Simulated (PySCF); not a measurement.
Chain-length series, n-germane amino/formyl (end groups after the name). Gas-phase values, no solvent. One relaxed conformer stands for each flexible species; it need not be the lowest. Strings in code marks are SMILES.

The four lowest singlet excitations (Tamm–Dancoff). Method: PBE-D3(BJ)/def2-TZVP // PBE0-D4/def2-SVP (PySCF). Excitations are Tamm–Dancoff values on a coarser integration grid. The basis has no diffuse functions, so Rydberg states are missing or too high.

| state | energy (eV) | wavelength (nm) | oscillator strength |
|---|---|---|---|
| S1 | 3.00 | 413 | 0.204 |
| S2 | 3.22 | 385 | 0.002 |
| S3 | 4.07 | 305 | 0.087 |
| S4 | 4.37 | 284 | 0.570 |

Identify which member gives these states.
A) `[NH2][GeH2][GeH2][GeH2][CH]=O`
B) `[NH2][GeH2][GeH2][CH]=O`
C) `[NH2][GeH2][GeH2][GeH2][GeH2][CH]=O`
D) `[NH2][GeH2][GeH2][GeH2][GeH2][GeH2][GeH2][CH]=O`

D, `[NH2][GeH2][GeH2][GeH2][GeH2][GeH2][GeH2][CH]=O`
